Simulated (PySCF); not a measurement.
PySCF input file for C5H5Cl, SMILES C=C=C/C=C/Cl, TDA-PBE/def2-SVPD. The structure is a stationary point at PBE0-D3(BJ)/def2-SVP. The structure was generated by enumeration; whether it is a known compound was not checked. Other conformers were not sampled.

```python
import numpy as np
from pyscf import gto, scf, dft, tdscf

mol = gto.M(
    atom='''
    C    -0.91676190   -3.08305919   -0.00000000
    C     0.06676872   -2.22425769    0.00000000
    C     1.05492708   -1.35256317    0.00000000
    C     0.92918305    0.10638428   -0.00000000
    C    -0.23064420    0.77536754    0.00000000
    Cl   -0.32145778    2.49307111   -0.00000000
    H    -1.34520650   -3.45987753    0.93625481
    H    -1.34520650   -3.45987753   -0.93625481
    H     2.07705947   -1.74970578    0.00000000
    H     1.86208121    0.67663395    0.00000000
    H    -1.20478185    0.27938738   -0.00000000
    ''',
    basis='def2-SVPD',
    charge=0,
    spin=0,
    symmetry=True,
    max_memory=1600,
    verbose=4,
)
mf = dft.RKS(mol, xc='pbe').density_fit(auxbasis='def2-universal-jkfit')
mf.grids.level = 3
mf.conv_tol = 1e-9
mf.max_cycle = 100
mf.kernel()
mf.grids = dft.Grids(mol).set(level=1).build(with_non0tab=True)  # coarser grid for the response kernel
td = tdscf.TDA(mf)
td.singlet = True
td.nstates = 10
td.conv_tol = 1e-4
td.positive_eig_threshold = 1e-6
td.kernel(x0=td.get_init_guess(mf, 15))
td.analyze()
tt = tdscf.TDA(mf)
tt.singlet = False
tt.nstates = 4
tt.conv_tol = 1e-4
tt.positive_eig_threshold = 1e-6
tt.kernel(x0=tt.get_init_guess(mf, 9))
tt.analyze(verbose=3)
```

Output:

```
PySCF version 2.14.0

[INPUT] verbose = 4
[INPUT] num. atoms = 11
[INPUT] num. electrons = 52
[INPUT] charge = 0
[INPUT] spin (= nelec alpha-beta = 2S) = 0
[INPUT] symmetry True subgroup None
[INPUT] Mole.unit = angstrom
[INPUT] Symbol           X                Y                Z      unit          X                Y                Z       unit  Magmom
[INPUT]  1 C     -0.916761900000  -3.083059190000   0.000000000000 AA   -1.732428912436  -5.826137494923   0.000000000000 Bohr   0.0
[INPUT]  2 C      0.066768720000  -2.224257690000   0.000000000000 AA    0.126174594488  -4.203237864558   0.000000000000 Bohr   0.0
[INPUT]  3 C      1.054927080000  -1.352563170000   0.000000000000 AA    1.993523262587  -2.555973957474   0.000000000000 Bohr   0.0
[INPUT]  4 C      0.929183050000   0.106384280000   0.000000000000 AA    1.755901484088   0.201037153159   0.000000000000 Bohr   0.0
[INPUT]  5 C     -0.230644200000   0.775367540000   0.000000000000 AA   -0.435854370219   1.465232296478   0.000000000000 Bohr   0.0
[INPUT]  6 Cl    -0.321457780000   2.493071110000   0.000000000000 AA   -0.607467164811   4.711221606965   0.000000000000 Bohr   0.0
[INPUT]  7 H     -1.345206500000  -3.459877530000   0.936254810000 AA   -2.542071865985  -6.538220956237   1.769265173707 Bohr   0.0
[INPUT]  8 H     -1.345206500000  -3.459877530000  -0.936254810000 AA   -2.542071865985  -6.538220956237  -1.769265173707 Bohr   0.0
[INPUT]  9 H      2.077059470000  -1.749705780000   0.000000000000 AA    3.925073542734  -3.306464722768   0.000000000000 Bohr   0.0
[INPUT] 10 H      1.862081210000   0.676633950000   0.000000000000 AA    3.518823508599   1.278652852083   0.000000000000 Bohr   0.0
[INPUT] 11 H     -1.204781850000   0.279387380000   0.000000000000 AA   -2.276707736347   0.527965630860   0.000000000000 Bohr   0.0

nuclear repulsion = 230.639361094065
point group symmetry = Cs
symmetry origin: [ 2.54386207e-09 -7.26817775e-10  0.00000000e+00]
symmetry axis x: [ 1.00000000e+00 -5.75215264e-11  4.79918990e-19]
symmetry axis y: [-5.75215264e-11 -1.00000000e+00 -2.53443177e-19]
symmetry axis z: [ 3.23188059e-18 -2.53443177e-19  1.00000000e+00]
num. orbitals of irrep A' = 115
num. orbitals of irrep A" = 52
number of shells = 71
number of NR pGTOs = 245
number of NR cGTOs = 167
basis = def2-SVPD
ecp = {}


[settings echo left out]
init E= -653.445565753451
HOMO (A") = -0.263135420202702  LUMO (A") = -0.130297846150333  gap/eV = 3.61469
cycle= 1 E= -652.895690216823  delta_E= 0.55  |g|= 0.401  |ddm|= 8.27
HOMO (A") = -0.155606374191752  LUMO (A") = -0.0321689944855148  gap/eV = 3.35890
cycle= 2 E= -652.841391734422  delta_E= 0.0543  |g|= 0.576  |ddm|= 2.07
HOMO (A") = -0.202276528979726  LUMO (A") = -0.0784764498789516  gap/eV = 3.36877
cycle= 3 E= -652.929813617728  delta_E= -0.0884  |g|= 0.208  |ddm|= 1.44
HOMO (A") = -0.206603761915035  LUMO (A") = -0.0817488882528594  gap/eV = 3.39747
cycle= 4 E= -652.943090966872  delta_E= -0.0133  |g|= 0.0423  |ddm|= 0.444
HOMO (A") = -0.206749649692723  LUMO (A") = -0.0810023817076733  gap/eV = 3.42176
cycle= 5 E= -652.943399503291  delta_E= -0.000309  |g|= 0.0248  |ddm|= 0.121
HOMO (A") = -0.205722671563414  LUMO (A") = -0.08034281983696  gap/eV = 3.41176
cycle= 6 E= -652.943559832996  delta_E= -0.00016  |g|= 0.00696  |ddm|= 0.0535
HOMO (A") = -0.205985250780163  LUMO (A") = -0.080696520589953  gap/eV = 3.40928
cycle= 7 E= -652.943572103668  delta_E= -1.23e-05  |g|= 0.00231  |ddm|= 0.0186
HOMO (A") = -0.205938411838824  LUMO (A") = -0.0806198827132909  gap/eV = 3.41009
cycle= 8 E= -652.943573423548  delta_E= -1.32e-06  |g|= 0.000661  |ddm|= 0.00457
HOMO (A") = -0.205947970922426  LUMO (A") = -0.0806299245186262  gap/eV = 3.41008
cycle= 9 E= -652.943573519728  delta_E= -9.62e-08  |g|= 0.00024  |ddm|= 0.00158
HOMO (A") = -0.205956138829862  LUMO (A") = -0.0806384012075023  gap/eV = 3.41007
cycle= 10 E= -652.943573533203  delta_E= -1.35e-08  |g|= 9.71e-05  |ddm|= 0.000558
HOMO (A") = -0.20595205335577  LUMO (A") = -0.0806348731358422  gap/eV = 3.41005
cycle= 11 E= -652.943573536267  delta_E= -3.06e-09  |g|= 2.12e-05  |ddm|= 0.000248
HOMO (A") = -0.205953628409173  LUMO (A") = -0.080636407631173  gap/eV = 3.41006
cycle= 12 E= -652.94357353639  delta_E= -1.24e-10  |g|= 7.45e-06  |ddm|= 8.93e-05
HOMO (A") = -0.205952420450323  LUMO (A") = -0.080635131730594  gap/eV = 3.41006
Extra cycle  E= -652.943573536327  delta_E= 6.34e-11  |g|= 1.66e-05  |ddm|= 4.4e-05
converged SCF energy = -652.943573536327
tot grids = 44576
Overwritten attributes  positive_eig_threshold  of <class 'pyscf.tdscf.rks.TDA'>


******** <class 'pyscf.tdscf.rks.TDA'> for <class 'pyscf.df.df_jk.DFSymAdaptedRKS'> ********
nstates = 10 singlet
deg_eia_thresh = 1.000e-03
wfnsym = None
conv_tol = 0.0001
eigh lindep = 1e-12
eigh level_shift = 0
eigh max_cycle = 100


Excitation energies (eV)
[4.54243571 4.75862449 4.99083521 5.46495402 5.50511881 5.90244534
 5.9189339  6.38157941 6.46526007 6.50677063]

** Singlet excitation energies and oscillator strengths **
Excited State   1:   A"      4.54244 eV    272.95 nm  f=0.0000
      25 -> 27        0.21470
      26 -> 28       -0.67331
Excited State   2:   A"      4.75862 eV    260.55 nm  f=0.0000
      25 -> 27       -0.67290
      26 -> 28       -0.21338
Excited State   3:   A'      4.99084 eV    248.42 nm  f=0.6340
      22 -> 27       -0.10402
      26 -> 27        0.66555
Excited State   4:   A"      5.46495 eV    226.87 nm  f=0.0000
      24 -> 27        0.70398
Excited State   5:   A"      5.50512 eV    225.22 nm  f=0.0001
      26 -> 29        0.69665
Excited State   6:   A'      5.90245 eV    210.06 nm  f=0.0082
      23 -> 27       -0.56394
      26 -> 31       -0.40642
Excited State   7:   A"      5.91893 eV    209.47 nm  f=0.0000
      26 -> 30        0.70088
Excited State   8:   A"      6.38158 eV    194.28 nm  f=0.0020
      26 -> 32       -0.69823
Excited State   9:   A'      6.46526 eV    191.77 nm  f=0.0635
      24 -> 28       -0.62913
      25 -> 28        0.28310
      25 -> 29       -0.10867
Excited State  10:   A"      6.50677 eV    190.55 nm  f=0.0017
      26 -> 33        0.69904

** Transition electric dipole moments (AU) **
state          X           Y           Z        Dip. S.      Osc.
  1         0.0000     -0.0000     -0.0183      0.0003      0.0000
  2         0.0000      0.0000     -0.0008      0.0000      0.0000
  3        -0.0237      2.2769     -0.0000      5.1850      0.6340
  4        -0.0000      0.0000      0.0003      0.0000      0.0000
  5         0.0000     -0.0000      0.0268      0.0007      0.0001
  6        -0.1019     -0.2147      0.0000      0.0565      0.0082
  7         0.0000     -0.0000      0.0172      0.0003      0.0000
  8         0.0000      0.0000      0.1144      0.0131      0.0020
  9        -0.0918     -0.6266      0.0000      0.4011      0.0635
 10         0.0000      0.0000      0.1024      0.0105      0.0017

** Transition velocity dipole moments (imaginary part, AU) **
state          X           Y           Z        Dip. S.      Osc.
  1         0.0000     -0.0000      0.0100      0.0001      0.0004
  2         0.0000      0.0000      0.0160      0.0003      0.0010
  3         0.0487      0.1651     -0.0000      0.0296      0.1076
  4        -0.0000      0.0000     -0.0113      0.0001      0.0004
  5         0.0000      0.0000      0.0433      0.0019      0.0062
  6        -0.0042     -0.0228      0.0000      0.0005      0.0017
  7         0.0000      0.0000     -0.0123      0.0002      0.0005
  8        -0.0000      0.0000      0.0484      0.0023      0.0067
  9        -0.0064     -0.0829      0.0000      0.0069      0.0194
 10        -0.0000      0.0000      0.0025      0.0000      0.0000

** Transition magnetic dipole moments (imaginary part, AU) **
state          X           Y           Z
  1        -0.5079     -0.4381     -0.0000
  2         0.0623      0.0523      0.0000
  3        -0.0000     -0.0000     -0.6527
  4         0.0592     -0.5916      0.0000
  5        -0.0729     -0.1419      0.0000
  6        -0.0000      0.0000      0.1466
  7         0.3426     -0.2455     -0.0000
  8        -0.0995     -0.1687      0.0000
  9         0.0000      0.0000      0.1661
 10        -0.2568     -0.1617      0.0000


******** <class 'pyscf.tdscf.rks.TDA'> for <class 'pyscf.df.df_jk.DFSymAdaptedRKS'> ********
nstates = 4 triplet
deg_eia_thresh = 1.000e-03
wfnsym = None
conv_tol = 0.0001
eigh lindep = 1e-12
eigh level_shift = 0
eigh max_cycle = 100


Excitation energies (eV)
[2.80441397 4.28484183 4.54667201 4.74150611]

** Triplet excitation energies and oscillator strengths **
Excited State   1:   A'      2.80441 eV    442.10 nm  f=0.0000
Excited State   2:   A"      4.28484 eV    289.36 nm  f=0.0000
Excited State   3:   A"      4.54667 eV    272.69 nm  f=0.0000
Excited State   4:   A'      4.74151 eV    261.49 nm  f=0.0000
```

The calculation finished and met its thresholds.

Cost: around 90 core-seconds (rough).
